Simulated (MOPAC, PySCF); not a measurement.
System: F3Si, doublet: umbrella (inversion) coordinate, bond length relaxed. Scanned: angle between the Si-F bonds and the threefold axis (90 = planar). Other coordinates (Si-F bond length) were minimised at B3LYP/def2-TZVP. Each profile is relative to its own lowest point.

| a / ° | A | B | C |
|---|---|---|---|
| 90 | — | 61.6 | 19.9 |
| 93 | 54.2 | 53.3 | 18.0 |
| 96 | 39.0 | 38.9 | 13.9 |
| 99 | 25.5 | 25.6 | 9.4 |
| 102 | 14.6 | 14.7 | 5.4 |
| 105 | 6.5 | 6.6 | 2.3 |
| 108 | 1.6 | 1.7 | 0.4 |
| 111 | 0.0 | 0.0 | 0.0 |
| 114 | 2.0 | 1.9 | 1.3 |
| 117 | 7.8 | 7.5 | 4.5 |
| 120 | 17.8 | 17.2 | 10.0 |
| 123 | 32.2 | 31.4 | 18.2 |
| 126 | 51.9 | 50.7 | 30.0 |
| 129 | 77.7 | 75.9 | 46.6 |
| 132 | 110.6 | 108.0 | 69.9 |

Energies in mEh.

**Question.** Which curve belongs to which method? The methods are AM1, unrestricted, heats of formation run with MOPAC; CCSD(T) on UHF/cc-pVDZ, 8 core orbitals frozen run with PySCF 2.14.0; MP2 on UHF/cc-pVDZ, 8 core orbitals frozen in PySCF.

**Answer.** A is MP2; B is CCSD(T); C is AM1.

Dashes: no converged value, or the column stops at the first point that the program doubted or that broke a chosen test of continuity, which isn't proof of a fault.
